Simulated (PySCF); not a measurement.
# Computed records: AlBH4N

All values are calculated (PySCF 2.14.0). Calculation on a computer-drawn molecule: the log of a Hartree-Fock and frozen-core CCSD(T) single point meant for a local Hartree-Fock minimum, with one planted fault or none, to be diagnosed. Offsets are logged minus clean, where the clean run is the same molecule without the fault. The reference is restricted for singlets and unrestricted otherwise, and also for a bond in bohr or an excited solution. Adding or removing an electron swaps singlet and doublet. The excited solution moves the top pair (singlet) or top alpha electron (doublet) to the lowest empty orbital. Highest occupied and lowest empty are orbital energies over both spins, largest force is the largest gradient component, triples share is (T) over the correlation energy, the T1 limit is 0.02 restricted and 0.045 unrestricted, electrons count all cores, a negative frequency is imaginary (commonest isotopes), and the dipole is about the centre of nuclear charge.

AlBH4N

Logged structure:
```xyz
7
AlBH4N
B     -0.7250    -2.2194     0.7049
N     -0.5998    -1.1322     1.4086
Al     0.3509     0.4807     0.8954
H     -0.8091    -3.1747     0.0336
H     -1.0385    -1.1069     2.3239
H      0.2674     1.5542     2.0096
H      0.9649     0.2916    -0.5188
```

```
meant charge                      : 1
meant multiplicity                : 1
meant basis                       : cc-pV(D+d)Z
logged electrons                  : 29
logged basis functions            : 71
logged SCF converged              : yes
logged spin squared               : 0.793
logged highest occupied           : -4.2153 eV
logged lowest empty               : 1.2166 eV
logged largest force              : 0.015505 hartree/bohr
logged T1 diagnostic              : 0.025112
logged D1 diagnostic              : 0.094346
logged triples share              : 0.030881
logged CC converged               : yes
logged dipole magnitude           : 6.7206 debye
logged SCF stable within its kind : yes
logged energy HF                  : -323.31307 hartree
logged energy CCSD(T)             : -323.66968 hartree
possible faults                   : no fault, one electron removed, one electron added, multiplicity raised by two, geometry at a saddle point, SCF held on an excited solution, minimal basis STO-3G, one bond length entered in bohr, all coordinates scaled
```

Drawn bonds:
| atom | other atom | order |
| --- | --- | --- |
| 1 | 2 | 1 |
| 2 | 3 | 1 |
| 1 | 4 | 1 |
| 2 | 5 | 1 |
| 3 | 6 | 1 |
| 3 | 7 | 1 |

Question: Which fault was planted in the run of AlBH4N?
Answer: one electron added

Further results for AlBH4N:

```
HF energy offset from clean run      : -87.14 kcal/mol
CCSD(T) energy offset from clean run : -102.1 kcal/mol
```
